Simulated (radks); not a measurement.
Values are calculated unless marked as measured or tabulated.
Task: All-electron atom: K+ in [Ne] 3s2 3p5 6p1 (not the ground configuration). Level of theory: non-relativistic Kohn-Sham, r2SCAN, spin-polarised, spherical densities, point nucleus; open shells are filled with parallel spins first; meta-GGA in the generalised Kohn-Sham scheme (a radial shooting solver on a logarithmic mesh with Libxc functionals). Some entries of the table are withheld. Estimate them.

orbital,occ.,eigenvalue (hartree),<1/r> (bohr^-1),<r^2> (bohr^2)
1s up,1,-130.2119,18.54,0.008938
1s down,1,-130.1979,18.54,0.008936
2s up,1,-13.87621,3.785,0.1788
2s down,1,-13.87016,3.783,0.1787
2p up,3,-11.20664,3.695,(1)
2p down,3,-11.19247,3.693,(2)
3s up,1,(3),1.117,1.767
3s down,1,(4),1.111,1.790
3p up,3,-1.40368,1.002,(5)
3p down,2,-1.34394,0.9953,(6)
6p up,1,-0.07972,0.09114,258.0

Result: 
(1) 2p up <r^2> (bohr^2): 0.1522
(2) 2p down <r^2> (bohr^2): 0.1522
(3) 3s up eigenvalue (hartree): -2.05062
(4) 3s down eigenvalue (hartree): -1.98775
(5) 3p up <r^2> (bohr^2): 2.135
(6) 3p down <r^2> (bohr^2): 2.173
